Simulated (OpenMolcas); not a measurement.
Ta4+ (d1) on a cation site of an ionic host was computed by SS-CASPT2, IPEA 0.25 Eh, imaginary shift 0.1 Eh with the d shell active (OpenMolcas, ANO-RCC-VTZP on the metal). Its lowest spin-free states, and all those of the highest spin:

```
2S+1  Degeneracy  E (cm-1)
   2           3         0
   2           2     36940
```

**Question.** Is the site octahedral, tetrahedral or cube-like, axial, or of lower symmetry?

**Answer.** The states with 2S+1 = 2 have orbital degeneracies 3, 2. Threefold states need a cubic site. For d1 at this spin an octahedron puts the threefold T2 below the twofold E and a tetrahedron or cube puts the twofold E below the threefold T2, so the site is octahedral. The first gap at this spin, 36900 cm-1, is |10Dq| in ligand-field theory. The run had Ta4+ with its 6 nearest fluoride ions at 1.99 Å, on the Ge site of Cs2GeF6 (a = 9.021 Å, distance in the model lattice 1.804 Å). The rest of the host is ab initio model potentials to 7.6 Å and point charges beyond; the distance is set by hand and nothing relaxes. Ligand basis ANO-RCC-VDZP.

Roots that are degenerate in the reference are averaged as groups; the widest CASPT2 spread within a group is 120 cm-1 (the 3-fold group of multiplicity 2 near 0 cm-1 above the lowest state of its run). Shifts and gaps below about the spread of the groups concerned are not significant. Over all roots computed the reference weight is 0.72; a low but even weight reflects the number of correlated electrons. An orbital triplet at a regular site is open to Jahn-Teller coupling, which can distort the site and quench the lowest spin-orbit gaps and is left out. The least metal-like active orbital is 77 % on the metal (Löwdin) and no ligand orbital is active, so the numbers are rough. Ligand-to-metal charge-transfer states are missing. With one d shell and no ligand orbital active, 10Dq can be off by a tenth or more. The distance lies 3 % over the 1.925 Å that this model takes as the normal distance (a Shannon-type radius plus a fixed donor radius, weighted with the host); by an R⁻⁵ law this alone changes a d-shell field by about -15 %. No measured value stands beside these numbers; the geometry was set by hand and not optimised.
